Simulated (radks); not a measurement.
Values are calculated unless marked as measured or tabulated.
Fractional charge and spin in the 6s shell of tungsten: the spin-up occupation runs from 0 to 1 and the spin-down occupation from 0 to 1; the fullest corner is W, [Xe] 4f14 5d(up 2, down 2) 6s(up 1, down 1). Code: a radial shooting solver on a logarithmic mesh with Libxc functionals. Model: scalar-relativistic Kohn-Sham, PBE, spin-polarised, spherical densities, finite nucleus; Fermi nuclear charge, rms radius of each element as measured or else 0.836 A^(1/3) + 0.57 fm. Energy (eV) minus the two flat planes that join the four corners (they meet along the diagonal where the two added fractions sum to one electron); zero is where a piecewise linear energy would lie.

| down \ up | 0 | 0.25 | 0.5 | 0.75 | 1 |
|---|---|---|---|---|---|
| 0 | 0.000 | -0.633 | -0.840 | -0.628 | 0.000 |
| 0.25 | -0.633 | -0.785 | -0.521 | 0.154 | -0.569 |
| 0.5 | -0.840 | -0.521 | 0.205 | -0.471 | -0.753 |
| 0.75 | -0.628 | 0.154 | -0.471 | -0.706 | -0.561 |
| 1 | 0.000 | -0.569 | -0.753 | -0.561 | 0.000 |

Corners above the fullest one (they belong to W+ and the next ion): (up 1, down 0) 8.675 eV, (up 0, down 1) 8.675 eV, (up 0, down 0) 24.556 eV. With half an added electron in each spin the energy lies 0.205 eV from the planes, and with half an added electron in spin up alone -0.840 eV. The planes are only a guide here: the flat-plane condition holds for ground states with one frontier orbital, while this shell lies below other occupied shells, so the corners above the fullest one are inner-hole states and not the ground states of those ions.
